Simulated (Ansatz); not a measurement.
`[CH3][V]([CH3])(=[NH])[NH2]` from Hartree–Fock to CCSD(T)

| atom | x (Å) | y (Å) | z (Å) |
| --- | --- | --- | --- |
| C1 | 1.184 | -1.437 | 0.118 |
| V2 | -0.277 | -0.044 | 0.153 |
| C3 | 0.497 | 1.788 | -0.196 |
| N4 | -0.875 | -0.026 | 1.645 |
| N5 | -1.626 | -0.444 | -1.008 |
| H6 | 1.568 | -1.490 | -0.909 |
| H7 | 0.841 | -2.425 | 0.428 |
| H8 | 1.985 | -1.110 | 0.789 |
| H9 | 1.335 | 1.942 | 0.491 |
| H10 | -0.228 | 2.592 | -0.059 |
| H11 | 0.866 | 1.802 | -1.230 |
| H12 | -1.233 | -0.014 | 2.589 |
| H13 | -2.595 | -0.632 | -0.809 |
| H14 | -1.440 | -0.501 | -2.002 |

Charge 0, multiplicity 1. Correlated methods include outer-core shells of V, which these sets cover unevenly. Scalar relativity is left out up to krypton. The geometry is a stationary point of PBE0-D4/def2-TZVP. It is one conformer, not always the lowest. Frozen core, restricted reference, Ansatz 0.2.0.

```tsv
basis	HF (Eh)	MP2 corr.	CCSD corr.	(T)	CCSD(T) total
def2-SVP	-1132.33519	-1.13311	?	?	?
def2-TZVPP	-1132.70229	?	–	–	–
def2-QZVPP	-1132.72855	?	–	–	–
```

Fill in the withheld values. (Estimate.)

Computed: def2-SVP CCSD corr.: -1.10464; def2-SVP (T): -0.07182; def2-SVP CCSD(T) total: -1133.51165; def2-TZVPP MP2 corr.: -1.45467; def2-QZVPP MP2 corr.: -1.54272.
